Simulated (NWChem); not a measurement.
Species: HSF2 cation; SMILES F[SH+]F

All runs: NWChem. Each level has its own optimisation; frequencies are unscaled.

For level CAM-B3LYP/def2-SVP:

```
Property                           Result
---------------------------------  ------
r F–S (Å)                           1.546
highest harmonic frequency (cm⁻¹)    2535
lowest (cm⁻¹)                         380
```

**Question.** What are these values for level Hartree-Fock/STO-3G?

**Answer.** 
| Quantity | Result |
|---|---|
| r F–S (Å) | 1.644 |
| highest harmonic frequency (cm⁻¹) | 3040 |
| lowest (cm⁻¹) | 340 |
